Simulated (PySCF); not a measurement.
Cartesian coordinates (Å):
```xyz
10

Ta    -0.0867    -0.2274    -0.1286
F      0.4301     1.2314     1.0436
O     -1.8738     0.1033     0.4907
H     -2.0515     0.8040     1.1326
O      1.0964    -1.3037     0.9342
H      1.5820    -0.9161     1.6748
O      0.6341     0.8504    -1.5448
H      1.0171     1.7182    -1.3584
O     -0.5861    -1.6426    -1.2631
H     -0.8380    -2.3660    -1.8392
```
Charge 0, spin multiplicity 1.

**Question.** What total energy, dipole moment and HOMO does TPSSh-D3(BJ)/def2-TZVP // r2SCAN-D4/def2-SVP run with PySCF give?

**Answer.** 
| Quantity | Value |
|---|---|
| total energy | -460.6400 Ha |
| dipole moment | 0.04 D |
| HOMO | -8.31 eV |
